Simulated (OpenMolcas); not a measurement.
# Levels of Cu⁶⁺ by method

```
Program             : OpenMolcas
Basis               : ANO-RCC-VQZP [7s6p4d3f2g1h]
Scalar Hamiltonian  : DKH2, point nucleus
Active space        : 5 electrons in 10 orbitals (3d 4d)
State averaging     : 2S+1 = 6 even, 1 root; 2S+1 = 4 even, 24 roots; 2S+1 = 2 even, 52 roots
Spin-orbit coupling : RASSI with atomic mean-field integrals over the reference wave functions, term energies averaged over their components
```

Methods on the same reference wave functions:
A. CASSCF
B. SS-CASPT2, IPEA 0.25 Eh, imaginary shift 0.1 Eh (closed shells correlated: 3s 3p)
C. MS-CASPT2, IPEA 0.25 Eh, imaginary shift 0.1 Eh (closed shells correlated: 3s 3p)

Energies in eV above 3d5 6S 5/2, the measured ground level; measured values from the list in Gamrath, thesis, University of Mons (2023).

| Level | A | B | C | Measured |
| --- | --- | --- | --- | --- |
| 3d5 6S 5/2 | 0.0000 | 0.0000 | 0.0000 | 0.0000 |
| 3d5 4G 5/2 | 6.3066 | 5.928 | 5.928 |  |
| 3d5 4G 7/2 | 6.3224 | 5.946 | 5.946 |  |
| 3d5 4G 11/2 | 6.3314 | 5.956 | 5.956 |  |
| 3d5 4G 9/2 | 6.3331 | 5.958 | 5.958 |  |
| 3d5 4P 5/2 | 7.2113 | 6.525 | 6.525 | 6.2899 |
| 3d5 4P 3/2 | 7.2428 | 6.559 | 6.559 | 6.3315 |
| 3d5 4P 1/2 | 7.2895 | 6.609 | 6.609 | 6.3736 |
| 3d5 4D 7/2 | 7.8437 | 7.117 | 7.117 | 6.9112 |
| 3d5 4D 1/2 | 7.8794 | 7.155 | 7.155 | 6.9691 |
| 3d5 4D 3/2 | 7.9164 | 7.195 | 7.195 | 6.9962 |
| 3d5 4D 5/2 | 7.9267 | 7.206 | 7.206 | 6.9961 |
| 3d5 2I 11/2 | 9.0057 | 8.670 | 8.670 | 8.4008 |
| 3d5 2I 13/2 | 9.0408 | 8.710 | 8.710 | 8.4207 |
| 3d5 2D 5/2 [60 %] | 10.0108 | 9.108 | 9.111 |  |
| 3d5 2D 3/2 | 10.1938 | 9.272 | 9.272 | 8.9550 |
| 3d5 2F 7/2(1) | 10.4365 | 9.592 | 9.564 | 9.2254 |
| 3d5 4F 9/2 | 10.5235 | 9.715 | 9.715 | 9.4142 |
| 3d5 4F 5/2 | 10.5381 | 9.723 | 9.714 | 9.4252 |
| 3d5 4F 7/2 | 10.5562 | 9.744 | 9.752 | 9.4661 |
| 3d5 4F 3/2 | 10.6353 | 9.809 | 9.809 | 9.5326 |
| 3d5 2F 5/2(1) [50 %] | 10.7782 | 9.904 | 9.918 |  |

Deviations, from unrounded energies. A percentage is the sum of absolute deviations over the sum of measured energies, with the sign that they share, or ± where signs differ.

```
                        Against measurement  Levels      A     B     C
             mean absolute deviation (cm-1)      15   7800  2100  2100
other terms of the ground configuration (%)      15  +12.1  +3.3  +3.2
```

B, C lie about equally close to measurement and A furthest from it. The largest miss of C in the table is 3d5 2F 7/2(1), by +2700 cm-1. The ranking rests on the paired levels alone, and a cruder setting can come out closer through cancelling errors.

Between B and C the level of the table that moves most is 3d5 2F 7/2(1), by 230 cm-1 (lowest in C, highest in B). Moves below CASPT2's spread within the term are not significant.

The mean deviations of B to C differ by less than CASPT2's widest spread within a term (920 cm-1), so their order carries little weight.

From A to B the spin-free energies of the other terms of 3d5 shown, above 6S, scale by factors of 0.91 to 0.96, as is usual when dynamic correlation screens the repulsion within a d or f shell.

The lowest spin-free term lies below A's lowest term by 0.431 hartree in B, 0.431 hartree in C.

CASPT2 breaks the degeneracy within a term, and the mean is taken; among the terms shown or strongly mixed into the levels shown the widest spread is 920 cm-1 (3d5 2I, C). Active for correlation alone: 4d; no level in the range computed is led by a configuration that fills it, so any true level of that kind is missing. Without dynamic correlation excited terms often stand tens of per cent too high (terms of higher spin than the ground term too low), and those without a measured partner can miss by more than the paired ones (holds for A). Some levels mix across a computed gap that differs much from the measured one, so their mixing is not that of the real levels (holds for A; B). Computed and measured levels are paired by configuration, term and J; levels that our copy of the source lacks, or whose pairing is in doubt (as where it misses far off the trend of its configuration), stay unpaired and out of the deviations. Only configurations of the active space appear. Levels that lie high or do not pair safely by name in every column are left out.

A share in square brackets marks a mixed level and gives the weight of the term that names it, the lowest over the columns. A number in round brackets counts repeated terms of one configuration in the order of the reference energies.
